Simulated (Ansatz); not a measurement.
The cluster Be2Se2⁺ (the lowest doublet isomer of a short search) was relaxed with PBE0-D4 (def2-TZVP) in Ansatz in these states: charge +1 doublet, charge +1 quartet. The geometries follow in no particular order.

A:

```csv
atom,x (Å),y (Å),z (Å)
Be1,0.456,-0.760,0.569
Be2,-0.456,0.760,-0.569
Se3,1.596,0.733,-0.300
Se4,-1.596,-0.733,0.301
```

B:

Cartesian coordinates in Å:
```
Be -0.285 -0.845 0.842
Be 0.285 0.845 -0.842
Se -0.636 1.288 1.078
Se 0.636 -1.288 -1.078
```

Question: Judge from the bond lengths which geometry belongs to which state (an estimate).

Answer: A is the charge +1 doublet (Be1–Be2 2.107 Å, Be1–Se4 2.070 Å, Be2–Se4 2.070 Å); B is the charge +1 quartet (Be1–Be2 2.452 Å, Be1–Se4 2.174 Å, Be2–Se4 2.174 Å).

At PBE0-D4/def2-TZVP a doublet lies 3.20 eV below the charge +1 quartet. These are the stationary points nearest to one start from a short search; other shapes may lie lower in each state.
